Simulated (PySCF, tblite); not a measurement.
Isomers of C5H14SSi2. Calculated harmonic vibrations of the isolated species, GFN2-xTB (tblite), most abundant isotopes, no scaling. Errors from tens to a few hundred cm⁻¹ against measured bands are possible. Modes of hydrogen on silicon can be 10 to 20 % off. One conformer each.

Electronic energies: PBE0/pcSseg-1 single points on the GFN2-xTB geometries (PySCF, gas phase).

```json
{"SMILES": "CC/C(=C/[SiH3])[SiH2]SC", "electronic energy, lowest = 0 (kcal/mol)": "1.5"}
{"SMILES": "C/C=C\\C[SiH2]SC[SiH3]", "electronic energy, lowest = 0 (kcal/mol)": "0.0"}
{"SMILES": "CC/C(=C\\[SiH3])[SiH2]SC", "electronic energy, lowest = 0 (kcal/mol)": "0.1"}
```

Problem. How do GFN2-xTB zero-point energies change the relative energies?

Solution. 
```csv
SMILES,ZPE (kcal/mol),of it from modes above 1550 cm⁻¹,electronic (kcal/mol),"with ZPE, lowest = 0 (kcal/mol)",lowest mode (cm⁻¹),rings
C/C=C\C[SiH2]SC[SiH3],104.1,57.5,0.0,0.0,4i,0
CC/C(=C\[SiH3])[SiH2]SC,104.6,57.3,0.1,0.5,31,0
CC/C(=C/[SiH3])[SiH2]SC,104.3,57.1,1.5,1.7,23,0
```

The zero-point energies span 0.5 kcal/mol, from `C/C=C\C[SiH2]SC[SiH3]` to `CC/C(=C\[SiH3])[SiH2]SC`. Slightly imaginary modes are left out of the zero-point energy: `C/C=C\C[SiH2]SC[SiH3]` 3.5i cm⁻¹. The order is unchanged.

Problem. And how do the electronic energies of GFN2-xTB itself compare?

Solution. `C/C=C\C[SiH2]SC[SiH3]` 1.0; `CC/C(=C\[SiH3])[SiH2]SC` 0.0; `CC/C(=C/[SiH3])[SiH2]SC` 1.3 kcal/mol, lowest = 0. Against the energies above, taken from the same isomer `C/C=C\C[SiH2]SC[SiH3]`, the largest difference is 1.2 kcal/mol.
